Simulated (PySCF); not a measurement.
Be(OH)(SiH3) (BeH₄OSi), SMILES [OH][Be][SiH3].

Geometry optimised at B3LYP-D3(BJ)/def2-TZVP. Other conformers were not sampled.

Method: PBE0/def2-TZVPD (PySCF).

Computed frontier levels, gap, dipole moment and polarisability:
The highest occupied level is -7.98 eV, the lowest empty level is -0.58 eV and the orbital gap comes out as 7.40 eV. The dipole moment is 0.371 e·Å. The quadrupole, principal values (traceless, Buckingham form, about the centre of nuclear charge) is -5.12, -0.68, 5.80 D·Å and the mean static polarisability comes out as 53.0 bohr³ (7.85 Å³). The polarisability, principal values comes out as 47.7, 47.9, 63.4 bohr³.
